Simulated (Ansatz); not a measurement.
C3H7NSi, SMILES `C#C[SiH2]CN`. Charge 0, multiplicity 1. All single points use the PBE0-D4/def2-TZVP geometry. It is one conformer, not always the lowest.

```xyz
12

C     1.140    1.263   -2.144
C     0.227    0.903   -1.442
Si   -1.114    0.325   -0.338
C    -0.383   -0.918    0.867
N     0.741   -0.321    1.575
H     1.940    1.587   -2.771
H    -1.680    1.500    0.368
H    -2.167   -0.316   -1.169
H    -1.172   -1.164    1.587
H    -0.154   -1.849    0.324
H     1.461   -0.032    0.925
H     1.161   -0.979    2.219
```

Question: What is the dipole moment at ωB97M-V/def2-TZVPP? (Estimate.)

Answer: The calculation gave: 1.65 D, with components (1.04, -1.25, -0.24) D in this frame, pointing from negative to positive charge.

Question: And with PBE, r2SCAN, B3LYP? (An estimate is asked.)

Answer: Ansatz gave: PBE 1.63 D, r2SCAN 1.66 D, B3LYP 1.62 D.

Question: Give the Mulliken charges with ωB97M-V, PBE, r2SCAN in def2-TZVPP. (Best estimate.)

Answer: Ansatz gave: 
```json
{"atom": "C1", "ωB97M-V": "-0.04", "PBE": "-0.02", "r2SCAN": "-0.10"}
{"atom": "C2", "ωB97M-V": "-0.40", "PBE": "-0.34", "r2SCAN": "-0.35"}
{"atom": "Si3", "ωB97M-V": "0.34", "PBE": "0.31", "r2SCAN": "0.43"}
{"atom": "C4", "ωB97M-V": "-0.23", "PBE": "-0.16", "r2SCAN": "-0.08"}
{"atom": "N5", "ωB97M-V": "-0.30", "PBE": "-0.34", "r2SCAN": "-0.37"}
{"atom": "H6", "ωB97M-V": "0.23", "PBE": "0.20", "r2SCAN": "0.22"}
{"atom": "H7", "ωB97M-V": "-0.02", "PBE": "-0.06", "r2SCAN": "-0.07"}
{"atom": "H8", "ωB97M-V": "-0.03", "PBE": "-0.07", "r2SCAN": "-0.08"}
{"atom": "H9", "ωB97M-V": "0.12", "PBE": "0.10", "r2SCAN": "0.06"}
{"atom": "H10", "ωB97M-V": "0.12", "PBE": "0.10", "r2SCAN": "0.06"}
{"atom": "H11", "ωB97M-V": "0.12", "PBE": "0.15", "r2SCAN": "0.15"}
{"atom": "H12", "ωB97M-V": "0.10", "PBE": "0.14", "r2SCAN": "0.13"}
```

B3LYP here is the variant with VWN-RPA as its local correlation; programs differ in this.
